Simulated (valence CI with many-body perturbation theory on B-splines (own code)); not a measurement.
# W69+: electric-dipole lines

Calculated by configuration interaction combined with many-body perturbation theory (CI+MBPT): three valence electrons over a frozen Dirac-Fock core [He], a basis of 11 s, 11 p, 9 d, 7 f, 5 g, 2 h, 1 i functions for each j, with the one-electron correlation potential Σ1, the two-electron term Σ2, the three-electron term Σ3, Breit, model QED; selected CI, second order for the rest (own B-spline code, finite nucleus).

The last digits are not significant, and no measured levels were compared; by estimate large intervals hold to a few tenths of a per cent, small ones and those within an open d or f shell to about a per cent.

Lines 1 to 50 of 285 in falling wavelength, among levels below 978.30 Ry, chosen from the strongest by gf and those to the six lowest levels. Wavelengths and rates use the calculated energies. Electric multipoles are in the length gauge, E1 and E2 with the static RPA response of the core. Weak lines are less certain than strong ones. Lines between different terms over intervals too small for the method are left out, as are lines whose strength nearly cancels. The highest levels of a list are the least certain.

Levels are named by their leading jj configuration (3d3/2^4 stands for four electrons in 3d with j = 3/2), which in mixed levels can hold well under half, so a name can repeat and another be missing. Letters in brackets count levels of one name in rising energy.

| λ vac (nm) | Upper | Lower | A (s⁻¹) | S (a.u.) with core polarisation | S without |
| --- | --- | --- | --- | --- | --- |
| 7.386 | (2p1/2 2p3/2 3d5/2) J=9/2 | (2p1/2 2p3/2 3p3/2) J=7/2 | 4.41e+10 | 8.77e-02 | 8.77e-02 |
| 7.380 | (2p1/2 2p3/2 3d5/2) J=7/2 [b] | (2p1/2 2p3/2 3p3/2) J=5/2 [b] | 3.62e+10 | 5.74e-02 | 5.74e-02 |
| 7.340 | (2s 2p1/2 3d5/2) J=7/2 | (2s 2p1/2 3p3/2) J=5/2 | 4.23e+10 | 6.61e-02 | 6.61e-02 |
| 7.328 | (2s 2p3/2 3d5/2) J=9/2 | (2s 2p3/2 3p3/2) J=7/2 | 3.99e+10 | 7.75e-02 | 7.75e-02 |
| 7.277 | (2s 2p3/2 3d5/2) J=7/2 [a] | (2s 2p3/2 3p3/2) J=5/2 [a] | 3.16e+10 | 4.81e-02 | 4.81e-02 |
| 7.274 | (2s 2p3/2 3d5/2) J=7/2 [b] | (2s 2p3/2 3p3/2) J=5/2 [b] | 2.84e+10 | 4.31e-02 | 4.31e-02 |
| 7.246 | (2p1/2^2 3d5/2) J=5/2 | (2p1/2^2 3p3/2) J=3/2 | 4.64e+10 | 5.23e-02 | 5.23e-02 |
| 7.186 | (2p1/2 2p3/2 3d5/2) J=7/2 [a] | (2p1/2 2p3/2 3p3/2) J=5/2 [a] | 3.56e+10 | 5.22e-02 | 5.22e-02 |
| 7.163 | (2s^2 3d5/2) J=5/2 | (2s^2 3p3/2) J=3/2 | 3.31e+10 | 3.60e-02 | 3.60e-02 |
| 7.150 | (2s 2p1/2 3d5/2) J=5/2 [a] | (2s 2p1/2 3p3/2) J=3/2 [a] | 4.23e+10 | 4.58e-02 | 4.58e-02 |
| 6.938 | (2s 2p1/2 3d5/2) J=5/2 [b] | (2s 2p1/2 3p3/2) J=3/2 [b] | 4.05e+10 | 4.01e-02 | 4.01e-02 |
| 6.487 | (2s 2p1/2 2p3/2) J=3/2 [a] | (2s^2 2p3/2) J=3/2 | 1.14e+09 | 6.15e-04 | 6.16e-04 |
| 5.349 | (2s 2p1/2 2p3/2) J=5/2 | (2s^2 2p3/2) J=3/2 | 8.71e+09 | 3.95e-03 | 3.95e-03 |
| 4.571 | (2s 2p1/2^2) J=1/2 | (2s^2 2p1/2) J=1/2 | 2.51e+10 | 2.36e-03 | 2.37e-03 |
| 4.375 | (2p1/2^2 2p3/2) J=3/2 | (2s 2p1/2 2p3/2) J=1/2 | 1.43e+10 | 2.36e-03 | 2.37e-03 |
| 4.070 | (2s 2p1/2 2p3/2) J=1/2 | (2s^2 2p3/2) J=3/2 | 1.87e+10 | 1.25e-03 | 1.25e-03 |
| 4.043 | (2s 2p1/2 2p3/2) J=3/2 [b] | (2s^2 2p3/2) J=3/2 | 1.36e+10 | 1.77e-03 | 1.77e-03 |
| 3.480 | (2p1/2^2 2p3/2) J=3/2 | (2s 2p1/2 2p3/2) J=5/2 | 7.82e+10 | 6.51e-03 | 6.52e-03 |
| 3.124 | (2p1/2^2 2p3/2) J=3/2 | (2s 2p1/2 2p3/2) J=3/2 [a] | 2.12e+10 | 1.27e-03 | 1.28e-03 |
| 2.684 | (2p1/2 2p3/2 3d3/2) J=5/2 [b] | (2p1/2 2p3/2 3p1/2) J=3/2 [b] | 4.05e+11 | 2.32e-02 | 2.32e-02 |
| 2.660 | (2s 2p1/2 3d3/2) J=3/2 [b] | (2s 2p1/2 3p1/2) J=1/2 [b] | 3.96e+11 | 1.47e-02 | 1.47e-02 |
| 2.651 | (2p1/2 2p3/2 3d3/2) J=3/2 [b] | (2p1/2 2p3/2 3p1/2) J=3/2 [b] | 4.61e+11 | 1.70e-02 | 1.70e-02 |
| 2.578 | (2s 2p3/2 3d3/2) J=3/2 [b] | (2s 2p3/2 3p1/2) J=1/2 | 3.65e+11 | 1.23e-02 | 1.23e-02 |
| 2.577 | (2s 2p3/2 3d3/2) J=5/2 [a] | (2s 2p3/2 3p1/2) J=5/2 | 4.16e+11 | 2.11e-02 | 2.11e-02 |
| 2.569 | (2s 2p3/2 3d3/2) J=5/2 [a] | (2s 2p3/2 3p1/2) J=3/2 [a] | 3.60e+11 | 1.81e-02 | 1.81e-02 |
| 2.542 | (2s 2p3/2 3d3/2) J=5/2 [b] | (2s 2p3/2 3p1/2) J=3/2 [b] | 8.00e+11 | 3.90e-02 | 3.90e-02 |
| 2.537 | (2s 2p3/2 3d3/2) J=3/2 [a] | (2s 2p3/2 3p1/2) J=3/2 [a] | 6.49e+11 | 2.09e-02 | 2.09e-02 |
| 2.533 | (2p1/2 2p3/2 3d3/2) J=5/2 [a] | (2p1/2 2p3/2 3p1/2) J=3/2 [a] | 6.32e+11 | 3.04e-02 | 3.04e-02 |
| 2.533 | (2s 2p3/2 3d3/2) J=7/2 | (2s 2p3/2 3p1/2) J=5/2 | 7.68e+11 | 4.93e-02 | 4.93e-02 |
| 2.526 | (2s^2 3d3/2) J=3/2 | (2s^2 3p1/2) J=1/2 | 7.80e+11 | 2.48e-02 | 2.48e-02 |
| 2.525 | (2s 2p1/2 3d3/2) J=3/2 [a] | (2s 2p1/2 3p1/2) J=1/2 [a] | 7.61e+11 | 2.42e-02 | 2.42e-02 |
| 2.524 | (2p1/2^2 3d3/2) J=3/2 | (2p1/2^2 3p1/2) J=1/2 | 7.80e+11 | 2.48e-02 | 2.48e-02 |
| 2.517 | (2p1/2 2p3/2 3d3/2) J=7/2 | (2p1/2 2p3/2 3p1/2) J=5/2 | 7.91e+11 | 4.98e-02 | 4.98e-02 |
| 2.517 | (2s 2p3/2 3p3/2) J=3/2 [a] | (2s 2p3/2 3s) J=3/2 [a] | 9.64e+11 | 3.03e-02 | 3.04e-02 |
| 2.511 | (2s 2p1/2 3d3/2) J=5/2 | (2s 2p1/2 3p1/2) J=3/2 | 7.77e+11 | 3.64e-02 | 3.64e-02 |
| 2.510 | (2s 2p3/2 3d3/2) J=1/2 [a] | (2s 2p3/2 3p1/2) J=3/2 [a] | 8.70e+11 | 1.36e-02 | 1.36e-02 |
| 2.507 | (2p1/2 2p3/2 3d3/2) J=3/2 [a] | (2p1/2 2p3/2 3p1/2) J=1/2 | 4.50e+11 | 1.40e-02 | 1.40e-02 |
| 2.495 | (2s 2p1/2 3p3/2) J=3/2 [b] | (2s 2p1/2 3s) J=1/2 [b] | 6.69e+11 | 2.05e-02 | 2.05e-02 |
| 2.483 | (2p1/2 2p3/2 3p3/2) J=5/2 [a] | (2p1/2 2p3/2 3s) J=3/2 [a] | 1.08e+12 | 4.89e-02 | 4.89e-02 |
| 2.471 | (2s 2p1/2 3p3/2) J=1/2 | (2s 2p1/2 3s) J=1/2 [b] | 1.10e+12 | 1.64e-02 | 1.64e-02 |
| 2.469 | (2s 2p3/2 3p3/2) J=5/2 [b] | (2s 2p3/2 3s) J=3/2 [b] | 1.23e+12 | 5.47e-02 | 5.47e-02 |
| 2.458 | (2p1/2 2p3/2 3p3/2) J=7/2 | (2p1/2 2p3/2 3s) J=5/2 | 1.06e+12 | 6.20e-02 | 6.20e-02 |
| 2.440 | (2s 2p3/2 3p3/2) J=7/2 | (2s 2p3/2 3s) J=5/2 | 1.33e+12 | 7.63e-02 | 7.63e-02 |
| 2.434 | (2p1/2 2p3/2 3d3/2) J=5/2 [b] | (2p1/2 2p3/2 3p1/2) J=5/2 | 3.20e+11 | 1.37e-02 | 1.37e-02 |
| 2.425 | (2p1/2 2p3/2 3p3/2) J=3/2 [b] | (2p1/2 2p3/2 3s) J=3/2 [b] | 5.15e+11 | 1.45e-02 | 1.45e-02 |
| 2.421 | (2s 2p3/2 3p3/2) J=5/2 [a] | (2s 2p3/2 3s) J=3/2 [a] | 6.08e+11 | 2.55e-02 | 2.55e-02 |
| 2.397 | (2s 2p3/2 3p3/2) J=1/2 [a] | (2s 2p3/2 3s) J=3/2 [a] | 1.25e+12 | 1.69e-02 | 1.69e-02 |
| 2.388 | (2p1/2^2 3p3/2) J=3/2 | (2p1/2^2 3s) J=1/2 | 1.28e+12 | 3.44e-02 | 3.45e-02 |
| 2.384 | (2s 2p1/2 3p3/2) J=3/2 [a] | (2s 2p1/2 3s) J=1/2 [a] | 1.33e+12 | 3.56e-02 | 3.56e-02 |
| 2.380 | (2s 2p3/2 3p3/2) J=3/2 [b] | (2s 2p3/2 3s) J=3/2 [b] | 6.43e+11 | 1.71e-02 | 1.71e-02 |
